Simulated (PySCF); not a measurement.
# `CO[Si@@H]1OC[C@H](C#N)O1`, C₄H₇NO₃Si

Geometry:
```csv
atom,x (Å),y (Å),z (Å)
C1,2.938,-0.981,0.463
O2,1.552,-0.949,0.299
Si3,0.633,0.256,-0.207
O4,-0.122,1.077,0.994
C5,-1.475,1.227,0.726
C6,-1.874,0.171,-0.352
C7,-2.670,-0.882,0.253
N8,-3.291,-1.703,0.749
O9,-0.710,-0.358,-0.906
H10,3.227,-0.439,1.366
H11,3.439,-0.528,-0.394
H12,3.239,-2.024,0.552
H13,1.280,1.182,-1.126
H14,-1.663,2.233,0.336
H15,-2.042,1.087,1.650
H16,-2.469,0.641,-1.147
```

Level of theory: TDDFT B3LYP/def2-SVPD circular dichroism and optical rotation, one conformer, gas phase (PySCF 2.14.0). Geometry: GFN2-xTB.

The molecule is flexible and this is one conformer; a measurement averages over conformers.

Q: Assign R or S to each stereocentre.

A: Si3 R, C6 S.

Q: Which excitations and rotatory strengths does the calculation give?

A: Rotatory strengths R in 10⁻⁴⁰ esu² cm², velocity form and length form (origin at the centre of mass); f in length form.
| state | E (eV) | λ (nm) | f | R (velocity) | R (length) | main |
| --- | --- | --- | --- | --- | --- | --- |
| 1 | 7.10 | 175 | 0.003 | +5.1 | +5.2 | HOMO→LUMO 0.93 |
| 2 | 7.30 | 170 | 0.003 | +9.0 | +8.8 | HOMO−2→LUMO 0.69, HOMO−3→LUMO 0.09 |
| 3 | 7.49 | 166 | 0.011 | -0.1 | +0.2 | HOMO→LUMO+1 0.90 |
| 4 | 7.61 | 163 | 0.005 | +1.5 | +2.0 | HOMO→LUMO+2 0.87 |
| 5 | 7.65 | 162 | 0.017 | +11.7 | +12.1 | HOMO−1→LUMO 0.50, HOMO−3→LUMO 0.14 |
| 6 | 7.87 | 158 | 0.004 | +5.2 | +5.1 | HOMO−1→LUMO 0.35, HOMO−2→LUMO 0.17 |
| 7 | 7.94 | 156 | 0.003 | +1.4 | +0.4 | HOMO−1→LUMO+2 0.70, HOMO−1→LUMO+1 0.08 |
| 8 | 7.99 | 155 | 0.022 | -6.3 | -6.5 | HOMO−1→LUMO+1 0.41, HOMO−2→LUMO+1 0.14 |
| 9 | 8.03 | 154 | 0.009 | -5.7 | -5.4 | HOMO−3→LUMO 0.40, HOMO−5→LUMO 0.18 |
| 10 | 8.11 | 153 | 0.006 | +7.7 | +7.6 | HOMO→LUMO+3 0.49, HOMO→LUMO+4 0.20 |
| 11 | 8.18 | 152 | 0.021 | -19.8 | -19.2 | HOMO→LUMO+4 0.33, HOMO→LUMO+3 0.14 |
| 12 | 8.23 | 151 | 0.004 | -19.6 | -19.6 | HOMO−1→LUMO+1 0.20, HOMO−2→LUMO+1 0.20 |

For state 3 the two forms differ in sign, so the sign of R isn't settled.

Among the states computed, the strongest CD band (largest |R|) is state 11. The largest dissymmetry factor in size, g = 4R/(D+G), with D and G the electric and magnetic dipole strengths, is -0.056 for state 12 (velocity form, f = 0.004), among bands with |R| over 0.5. The mirror image has the same energies and oscillator strengths and all R with the opposite sign.
